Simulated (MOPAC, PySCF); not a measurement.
H2Br2Si, SMILES `Br[SiH2]Br`, neutral singlet in the gas phase. 

Cartesian coordinates (Å):
SMILES: Br[SiH2]Br
```xyz
5

Br     1.8376     1.0688    -0.0202
Si    -0.0013    -0.1780     0.0039
Br    -1.8219     1.0951    -0.0272
H     -0.0094    -0.9661     1.2455
H     -0.0050    -1.0198    -1.2020
```
Charge 0, multiplicity 1.

All levels are single points at this geometry (B3LYP-D3(BJ)/def2-TZVP); Pople sets use spherical d functions. Orbital energies aren't observables, and empty levels follow the basis.

M06-2X/6-31G* in PySCF gives dipole (D) = 1.69.

Estimate the dipole (D) from each of these levels: B3LYP-D3(BJ)/def2-TZVP in PySCF; PBE-D3(BJ)/def2-TZVP in PySCF; B3LYP/3-21G in PySCF; B3LYP/6-311+G** (LANL2DZ on Br) in PySCF; B3LYP/6-31G* in PySCF; BP86/6-31G* in PySCF; HF/3-21G in PySCF; HF/6-31G* in PySCF; HF/STO-3G in PySCF; AM1 in MOPAC; PM3 in MOPAC; PM7 in MOPAC.


| level | dipole (D) |
|---|---|
| B3LYP-D3(BJ)/def2-TZVP in PySCF | 1.14 |
| PBE-D3(BJ)/def2-TZVP in PySCF | 1.03 |
| B3LYP/3-21G in PySCF | 1.60 |
| B3LYP/6-311+G** (LANL2DZ on Br) in PySCF | 1.72 |
| B3LYP/6-31G* in PySCF | 1.47 |
| BP86/6-31G* in PySCF | 1.37 |
| HF/3-21G in PySCF | 2.18 |
| HF/6-31G* in PySCF | 1.77 |
| HF/STO-3G in PySCF | 2.30 |
| AM1 in MOPAC | 1.91 |
| PM3 in MOPAC | 3.00 |
| PM7 in MOPAC | 1.63 |
